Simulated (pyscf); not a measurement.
**`[NH2][W]([F])([F])([F])([F])[F]`, singlet**

Gas-phase minimum from PySCF at ωB97X-D3(BJ)/def2-SVP, one conformer. 

SMILES: [W]([F])([NH2])([F])([F])([F])[F]
```xyz
9

N     -0.2434     0.2595    -0.4451
W     -1.1437    -1.1561    -1.3962
F     -2.0089    -1.4841     0.1994
F      0.0507    -2.5049    -0.9393
F     -1.8651    -2.4443    -2.5512
F     -2.6188    -0.1479    -1.9079
F     -0.0870    -0.5286    -2.7753
H      0.4508     0.8835    -0.8514
H     -0.4176     0.4712     0.5369
```
Charge 0, spin multiplicity 1.

Bonds (Å): N1–W2 1.928, N1–H8 1.018, N1–H9 1.020, W2–F3 1.845, W2–F4 1.859, W2–F5 1.875, W2–F6 1.859, W2–F7 1.847. Angles (°): W2–N1–H8 124.9, W2–N1–H9 123.2, H8–N1–H9 111.9, N1–W2–F3 85.6, N1–W2–F4 96.4, N1–W2–F5 171.1, N1–W2–F6 96.2, N1–W2–F7 81.5, F3–W2–F4 87.7, F3–W2–F5 103.3, F3–W2–F6 87.8, F3–W2–F7 167.1, F4–W2–F5 84.3, F4–W2–F6 166.3 (the first ones only).

Properties at ωB97X-D3(BJ)/def2-SVP:

| Quantity | Value |
|---|---|
| Harmonic wavenumbers, unscaled | 49, 136, 181, 221, 230, 271, 285, 333, 339, 492, 664, 675, 679, 696, 714, 729, 742, 778, 1523, 3574, 3683 cm⁻¹ |
| Zero-point energy | 24.3 kcal/mol |
| Rotational symmetry number | 1 |
| Entropy of this conformer at 298 K and 1 atm, rigid rotor and harmonic oscillator, modes under 100 cm⁻¹ raised to 100 | 385.9 J/(mol K) |
| Dipole moment | 4.05 D |

Single-point totals, which compare only within one level:

```json
[
 {"level": "ωB97X-D3(BJ)/def2-TZVP", "total energy (hartree)": "-622.85463"},
 {"level": "PBE/def2-TZVP", "total energy (hartree)": "-622.32442"},
 {"level": "r²SCAN/def2-TZVP", "total energy (hartree)": "-622.62342"},
 {"level": "B3LYP-D3(BJ)/def2-TZVP", "total energy (hartree)": "-622.82982"},
 {"level": "PBE0-D3(BJ)/def2-TZVP", "total energy (hartree)": "-622.24380"},
 {"level": "M06-2X/def2-TZVP", "total energy (hartree)": "-622.45445"},
 {"level": "ωB97M-D3(BJ)/def2-TZVP", "total energy (hartree)": "-622.83098"}
]
```

The lowest mode is so soft that the shape along it may change with the basis. Soft torsions are taken as harmonic, which can shift the entropy by several J/(mol K). Elements past Kr carry the def2 core potentials, without spin-orbit coupling.
